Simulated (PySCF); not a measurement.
Isomers of C5H10F2, from PySCF, PBE0-D3(BJ)/def2-SVP geometry optimisation, gas phase. One conformer each, no zero-point energy, no frequencies.

Task: Which is lower in electronic energy at this level?
A. `[CH3:1][CH2:2][C:3]([F:4])([F:5])[CH2:6][CH3:7]` with C1–C2–C3–F4 56°, C2–C3–C6–C7 63° ((CH3CH2)2CF2): A = 3727, B = 1912, C = 1704 MHz, dipole 2.12 D
B. `[CH3:1][CH:2]([CH3:3])[CH2:4][CH:5]([F:6])[F:7]` with C1–C2–C4–C5 174°, C2–C4–C5–F6 -58°: A = 4550, B = 1396, C = 1306 MHz, dipole 2.14 D

Result: A. That is (CH3CH2)2CF2 (`C(C)C(F)(CC)F`), 6.0 kcal/mol below the other.

```csv
SMILES,mapped SMILES,E (Eh),relative (kcal/mol),relative (kJ/mol),dipole (D)
CCC(F)(F)CC,[CH3:1][CH2:2][C:3]([F:4])([F:5])[CH2:6][CH3:7],-395.54691,0.0,0.0,2.12
CC(C)CC(F)F,[CH3:1][CH:2]([CH3:3])[CH2:4][CH:5]([F:6])[F:7],-395.53728,6.0,25.3,2.14
```
